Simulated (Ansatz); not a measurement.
Mulliken charges of C₃H₂ClF₃ (`F/C(Cl)=C\C(F)F`) from r2SCAN/def2-TZVPP in Ansatz (PBE0-D4/def2-TZVP geometry).

```tsv
atom	x (Å)	y (Å)	z (Å)	charge (e)
F1	-1.956	-0.492	0.013	-0.159
C2	-0.997	-0.147	0.856	0.256
Cl3	-1.549	-0.082	2.464	-0.036
C4	0.240	0.111	0.468	-0.174
C5	0.665	0.038	-0.952	0.365
F6	1.155	1.243	-1.349	-0.200
F7	1.680	-0.857	-1.084	-0.200
H8	0.984	0.389	1.203	0.103
H9	-0.135	-0.249	-1.636	0.044
```

By hand: the dipole of these point charges (1 e Å = 4.8032 D).

Σ q r = (-0.159, -0.010, 0.238) e Å, of length 0.286 e Å = 1.37 D.

How does the dipole of the full density compare? (An estimate is asked.)

The calculation gave: (-0.202, -0.025, 0.206) e Å, 1.39 D; the point charges give 0.99 times that, at 11° from its direction.

Point charges leave out the atoms' own dipoles, such as those of lone pairs, and Mulliken's split depends on the basis, so the close match here is no proof of good charges.
